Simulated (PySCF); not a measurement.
**Nd(23+): ionisation energy**

Nd(23+) [Kr] 4d1 [4d3/2^1, M_J = 3/2] → Nd(24+) [Kr], as a difference of total energies. Calculation: PySCF 2.14, in an uncontracted even-tempered set (17 s from 1.7 bohr⁻², ratio 2.8; 14 p from 2.2 bohr⁻², ratio 2.8; 9 d from 2.2 bohr⁻², ratio 2.8; 4 f from 7.6 bohr⁻², ratio 3); the two-component X2C-1e Hamiltonian. Correlated levels: [Ar] 3d10 frozen; the 92 highest virtual spinors dropped. "Screened" scales the spin-orbit matrix elements by Boettger's factors to mimic the two-electron term; Breit and QED terms are absent.

```json
{"method": "GHF (screened spin-orbit)", "ionisation energy (eV)": "713.86"}
{"method": "GMP2 (screened spin-orbit)", "ionisation energy (eV)": "714.22"}
```

**Question.** How much does correlation contribute at GMP2 (screened spin-orbit)?

**Answer.** 714.22 − (713.86) = 0.36 eV, measured against GHF (screened spin-orbit).

Breit and QED terms and the two-electron picture change are absent.

For comparison: 714 ± 4 eV (theoretical estimate listed by NIST; NIST Atomic Spectra Database, ionization energies).
